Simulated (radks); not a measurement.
Question: Species: the dysprosium ion Dy+. Configuration: [Kr] 4d10 4f12 5p6 6s1 (not the ground configuration). Method: Dirac Kohn-Sham, PBEsol, spin-unpolarised, spherical densities, finite nucleus; open shells fill j = l - 1/2 first; Fermi nuclear charge, rms radius 5.2218 fm; computed with a radial shooting solver on a logarithmic mesh with Libxc functionals. Some entries of the table are withheld. Estimate them.

orbital,occ.,eigenvalue (eV),<1/r> (bohr^-1),r(max) (bohr)
1s1/2,2,-53574.25,74.53,0.01338
2s1/2,2,-8919.831,(1),0.07623
2p1/2,2,-8485.525,17.84,0.05740
2p3/2,4,-7685.655,15.62,0.06343
3s1/2,2,-1985.823,6.523,0.2157
3p1/2,2,-1796.039,6.441,0.2031
3p3/2,4,-1629.893,5.876,0.2157
3d3/2,4,(2),5.759,0.1708
3d5/2,6,(3),5.620,0.1743
4s1/2,2,-394.2848,2.721,0.4949
4p1/2,2,-319.4894,2.612,0.4981
4p3/2,4,-282.5702,2.417,0.5254
4d3/2,4,(4),(5),0.5311
4d5/2,6,(6),(7),0.5400
5p1/2,2,-35.6330,0.8892,1.277
5p3/2,4,-31.0151,0.8216,1.362
6s1/2,1,-9.0841,0.3453,3.203
4f5/2,6,-7.7588,1.494,0.5449
4f7/2,6,-6.9611,1.464,0.5509

Answer: 
(1) 2s1/2 <1/r> (bohr^-1): 17.86
(2) 3d3/2 eigenvalue (eV): -1303.117
(3) 3d5/2 eigenvalue (eV): -1266.801
(4) 4d3/2 eigenvalue (eV): -159.4033
(5) 4d3/2 <1/r> (bohr^-1): 2.192
(6) 4d5/2 eigenvalue (eV): -152.7608
(7) 4d5/2 <1/r> (bohr^-1): 2.143
